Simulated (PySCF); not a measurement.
A structure optimised at PBE-D3(BJ)/def2-SVP, used in a PySCF frequency run:

```
C
C 1 1.3523
F 2 1.3553 1 118.18
F 1 1.3553 2 118.18 3 0.00
C 2 1.4900 1 128.61 4 180.00
H 5 1.1044 2 112.30 1 0.00
H 5 1.1109 6 108.34 2 -122.16
H 5 1.1109 6 108.34 7 -115.69
C 1 1.4900 2 128.61 3 180.00
H 9 1.1044 1 112.30 2 0.00
H 9 1.1109 10 108.34 6 -122.16
H 9 1.1109 10 108.34 11 -115.69
```
Charge 0, spin multiplicity 1.

Problem. Write its SMILES, formula and point group.

Solution. C/C(F)=C(\C)F, C4H6F2, C2v

Problem. What are its rotational constants (standard atomic weights)?

Solution. 4.8822, 3.0631, 1.9284 GHz
